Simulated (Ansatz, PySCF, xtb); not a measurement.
Acid–base and redox partners of OB(O)O. Gas-phase values, no solvent. One relaxed conformer stands for each flexible species; it need not be the lowest. Strings in code marks are SMILES.

Quantity: gas-phase deprotonation enthalpy at 298 K, in eV. Thermal and zero-point terms are GFN2-xTB rigid-rotor harmonic values (xtb). Levels without diffuse functions put anions too high.

Level 1: frozen-core MP2/aug-cc-pVTZ // CAM-B3LYP-D3(BJ)/def2-TZVPD (Ansatz, a program for electronic structure)
Level 2: PBE/6-31G* // CAM-B3LYP-D3(BJ)/def2-TZVPD (PySCF)
Level 3: frozen-core MP2/6-31G* // CAM-B3LYP-D3(BJ)/def2-TZVPD (PySCF)
Level 4: HF/STO-3G // CAM-B3LYP-D3(BJ)/def2-TZVPD (PySCF)

```json
[
 {"species": "proton removed from O1: `[O-]B(O)O` (O–B–O–H torsion 180°, O–B–O–H torsion 0°)", "level 2": "15.98", "level 3": "15.83", "level 4": "20.64"}
]
```

Q: What does level 1 give for each?

A: 
- proton removed from O1: `[O-]B(O)O` (O–B–O–H torsion 180°, O–B–O–H torsion 0°): 15.42
